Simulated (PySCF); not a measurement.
# Property card for AlH2(NCO) (`[H][Al]([H])[N]=C=O`)

Species: AlH2(NCO), CH2AlNO.
Bonds: Al1–N4, N4–C5, C5–O6. Hydrogens: H2, H3 on Al1.

From PBE0-D3(BJ)/def2-SVP geometry optimisation, gas phase (PySCF):

```
Point group                  : C2v
Rotational constants A, B, C : 128.000, 2.459, 2.413 GHz
```

From CAM-B3LYP/def2-SVPD ground state and vertical TDDFT (core frozen in the response) (PySCF):

```
Dipole moment                                                     : 2.26 D
HOMO energy                                                       : -9.74 eV
LUMO energy                                                       : -0.85 eV
HOMO–LUMO gap                                                     : 8.89 eV
Lowest singlet excitation                                         : 5.30 eV (234 nm, f = 0.000)
Strongest line among the 15 lowest singlet transitions            : S9 at 8.26 eV (150 nm, f = 0.294)
Lowest triplet excitation (Tamm–Dancoff)                          : 4.98 eV
Static isotropic polarisability                                   : 48.7 au
Electronic spatial extent ⟨r²⟩ about the centre of nuclear charge : 469 bohr²
```

**B3LYP/pcSseg-1 (pcSseg-2 on Al) ground state and GIAO shieldings, non-relativistic (PySCF)**

```
13C chemical shifts (computed TMS as zero) by class         : 128.8 (C5) ppm
1H chemical shifts (computed TMS as zero) by class          : 4.59 (H2/H3) ppm
Isotropic shieldings of nuclei other than C and H, by class : 195 (N4), 187 (O6), 369 (Al1) ppm
```

delta-SCF UKS SCAN, pcX-2 on the ionised atom, pcseg-1 elsewhere, spin-free X2C (PySCF):

```
Core binding energies : C1s 294.9 (C5), N1s 405.2 (N4), O1s 539.4 (O6), Al1s 1568.0 (Al1) eV
```

Monoisotopic mass (most abundant isotopes): 70.9952 u.

The principal polarisabilities are 35.2, 40.6 and 70.4 au; their mean is the isotropic value. The rotational constants make it an asymmetric top with κ = (2B − A − C)/(A − C) = -1.00, nearer the prolate limit (−1). S1 lies 3.59 eV below the HOMO–LUMO gap; its leading configuration is HOMO→LUMO, weight 0.95. The 15 singlets span 5.30 to 9.39 eV, and their oscillator strengths add up to 0.93. No computed singlet falls in the visible range (750 to 380 nm, 1.65 to 3.26 eV); S1 lies 2.04 eV above its blue end. The largest Löwdin shares of the LUMO are 0.62 on Al1, 0.10 on H3, 0.10 on H2 and 0.10 on N4. The dipole matches unit charges of opposite sign 0.47 Å apart (1 e·Å = 4.8032 D). With B = h/(8π²I), that is 505.379 GHz u Å² over I, the principal moments of inertia are 3.95, 205.5 and 209.4 u Å² (most abundant isotopes); the inertial defect Ic − Ia − Ib is 0.0 u Å² (zero for a rigid planar frame, negative otherwise).

